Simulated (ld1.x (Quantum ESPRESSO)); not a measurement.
The numbers below are computed, except where a source is named.
Potentials for Si (Z = 14) compared

Generated with ld1.x 7.5 (TM, RRKJ, ultrasoft, PAW), atompaw 4.2 or ONCVPSP 4.0.1. The cutoff is in Ry: for ld1.x and atompaw files where the sum of valence levels is converged to 10 mRy in a Bessel basis, for ONCV files where the hardest occupied wave has 1 mHa per electron of residual kinetic energy. The error is the largest all-electron minus pseudo excitation energy over each file’s own four to seven test configurations (ionisations up to +4, promotions, holes and added fractions of an electron), all of which were solved. The labels leave out finer settings (local radius, basis sizes, second energies), which also bear on the numbers. Spin-polarised tests are not counted. The rows are a selection from randomly drawn settings: files with unsolved tests, undetermined cutoffs or missed reference levels are left out.

```tsv
potential	cutoff (Ry)	largest error (meV)	bound ghosts
TM semilocal, PBE, scalar-relativistic, rc 1.35/1.50 (sp), local p, core correction yes, reference 3s2 3p0	35	+28	none
PAW, PBE, scalar-relativistic, rc 2.05/1.60/1.75 (spd), local smoothed, core correction yes, reference 3s2 3p2	6	-49	none
TM, PBE, non-relativistic, rc 1.35/1.55 (sp), local s, core correction yes, reference 3s2 3p2	35	+90	none
PAW, PBEsol, scalar-relativistic, rc 0.90/0.95/1.00 (spd), local smoothed, core correction yes, reference 2s2 2p6 3s2 3p1	140	-32	none
RRKJ, PBEsol, scalar-relativistic, rc 1.55/2.25/2.45 (spd), local s, core correction yes, reference 3s1.75 3p2.25	18	+90	none
TM, PBE, non-relativistic, rc 1.85/1.40/1.70 (spd), local d, core correction yes, reference 3s1.5 3p2.5	45	+23	none
TM, LDA (PZ), non-relativistic, rc 1.65/2.25 (sp), local p, core correction yes, reference 3s2 3p2	15	+89	none
```

**Question.** Fill in the row for Si: TM, LDA (PZ), non-relativistic, rc 1.60/1.50 (sp), local s, core correction no, reference 3s2 3p0.

**Answer.** cutoff 18 Ry, largest error +99 meV, bound ghosts: none.
